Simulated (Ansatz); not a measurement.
[InBrH3]- (InH3Br⁻), relaxed as a singlet with RKS r2SCAN-D4/def2-TZVPD in Ansatz, starting from the GFN2-xTB geometry. Force threshold 0.02 eV/Å.

In the def2 sets In takes a core potential; there is no spin–orbit coupling.

Start:

Cartesian coordinates in Å:
```
In -0.142 0.076 0.135
Br 1.555 -0.802 -1.443
H -1.617 0.063 -0.700
H 0.358 1.642 0.549
H -0.155 -0.979 1.458
```

```json
{"step": "1", "energy (eV)": "-75273.0663", "largest force component (eV/Å)": "1.524", "SCF passes": "14"}
{"step": "2", "energy (eV)": "-75273.2594", "largest force component (eV/Å)": "0.256", "SCF passes": "27"}
{"step": "3", "energy (eV)": "-75273.2727", "largest force component (eV/Å)": "0.183", "SCF passes": "20"}
{"step": "4", "energy (eV)": "-75273.2747", "largest force component (eV/Å)": "0.042", "SCF passes": "20"}
{"step": "5", "energy (eV)": "-75273.2748", "largest force component (eV/Å)": "0.002", "SCF passes": "22"}
```

Force components are those of the run's own axes.

End:

```xyz
5

In   -0.1908    0.0985    0.1769
Br    1.6358   -0.8444   -1.5169
H    -1.6851    0.0646   -0.7486
H     0.3851    1.7133    0.5661
H    -0.1450   -1.0320    1.5226
```

By distances, no bond broke or formed. The bond that changes most is In1–Br2, from 2.48 to 2.66 Å (atoms count from 1).

No frequencies were taken in this run, so the end may be a saddle point.

Run time 7.5 s (4 threads of Arm Neoverse V1 on a shared host).
